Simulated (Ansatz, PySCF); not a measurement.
HfCl3, SMILES [Hf]([Cl])([Cl])[Cl] (connectivity only; charge and spin as stated), neutral, multiplicity 2. Atoms are numbered in the order given.

```xyz
4

Hf     0.0000     0.0000    -0.0237
Cl     2.0218    -1.1673    -0.0237
Cl    -2.0218    -1.1672    -0.0237
Cl    -0.0001     2.3345    -0.0237
```
Charge 0, spin multiplicity 2.

Geometry optimised at PBE0-D3(BJ)/def2-SVP. The spin state was assumed, not searched. The isomer is the one that the SMILES or the coordinates give; other isomers of the formula were not compared. The def2 effective core potentials stand for the cores of Hf; spin–orbit coupling is left out.

Two levels are set side by side: PBE-D3(BJ)/def2-SVP (Ansatz, an electronic-structure program) and PBE0-D3(BJ)/def2-SVP (Ansatz). Each level has its own optimised geometry; the coordinates shown are those of the second. Frequencies come from the Hessian of PySCF at each geometry. Differences are taken from unrounded values.

| quantity | PBE0-D3(BJ) |
|---|---|
| mean bond length (Å) | 2.335 |
| bond Hf1–Cl2 (Å) | 2.335 |
| bond Hf1–Cl3 (Å) | 2.335 |
| bond Hf1–Cl4 (Å) | 2.335 |
| highest harmonic wavenumber (cm⁻¹) | 394 |
| mean harmonic wavenumber (cm⁻¹) | 233 |
| zero-point energy (kcal/mol) | 2.00 |

What does PBE-D3(BJ) give, and how far is it from PBE0-D3(BJ)? (Estimate from the structure and the level; the computed values follow.)


```tsv
quantity	PBE-D3(BJ)	PBE-D3(BJ) minus PBE0-D3(BJ)
mean bond length (Å)	2.342	0.007
bond Hf1–Cl2 (Å)	2.342	0.007
bond Hf1–Cl3 (Å)	2.342	0.007
bond Hf1–Cl4 (Å)	2.342	0.007
highest harmonic wavenumber (cm⁻¹)	385	-9
mean harmonic wavenumber (cm⁻¹)	227	-6
zero-point energy (kcal/mol)	1.95	-0.05
```

GGA bonds tend to be longer and softer than those of functionals with exact exchange. Differences between two approximate levels are no errors against the true value.
